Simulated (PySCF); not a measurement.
CuI, singlet, geometry from GFN2-xTB (such geometries of metal compounds can be far from the true shape) (core potentials on I).

The PySCF input:
```python
from pyscf import gto, scf, dft

mol = gto.Mole()
mol.atom = '''
    Cu   -0.00000000   -0.00000000   -1.55408011
    I     0.00000000    0.00000000    0.85034572
'''
mol.basis = 'def2-tzvp'
mol.ecp = {'I': 'def2-tzvp'}
mol.verbose = 4
mol.build()

mf = dft.RKS(mol)
mf.xc = 'pbe0'
mf = mf.density_fit(auxbasis='def2-universal-jkfit')
mf.kernel()
mf.analyze()
```

Predict the dipole moment from DF-PBE0/def2-TZVP (PySCF).

4.78 D

Predict the total energy from DF-PBE0/def2-TZVP.

-1938.045711 Ha

Estimate the nuclear repulsion energy that DF-PBE0/def2-TZVP returns for this input.

159.5614 Eh

Estimate the number of basis functions that DF-PBE0/def2-TZVP returns for this input.

95
